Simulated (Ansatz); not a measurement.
System: sum formula TaO2F, net charge 0, singlet state. 
Geometry from a B3LYP-D3(BJ)/def2-TZVP (Ansatz, a quantum-chemistry and plane-wave program) optimisation:
```xyz
4

Ta     0.0398    -0.0535    -0.1459
O     -1.3777    -0.9594     0.3002
O     -0.4690     1.5933    -0.3875
F      1.3190    -0.1299     1.2607
```

Dipole moments at this geometry, in debye (magnitudes).

```csv
level,program,dipole (D)
BLYP/def2-TZVPD,Ansatz,…
revPBE/def2-TZVPD,Ansatz,5.52
PBE0/def2-TZVPD,Ansatz,5.89
CAM-B3LYP/def2-TZVPD,Ansatz,6.05
wB97M-V/def2-TZVPD,Ansatz,6.08
CCSD(T)/def2-SVPD,Ansatz,…
```

**Question.** Some entries are withheld; supply them.

**Answer.** 
- BLYP/def2-TZVPD, dipole (D): 5.52
- CCSD(T)/def2-SVPD, dipole (D): 5.96
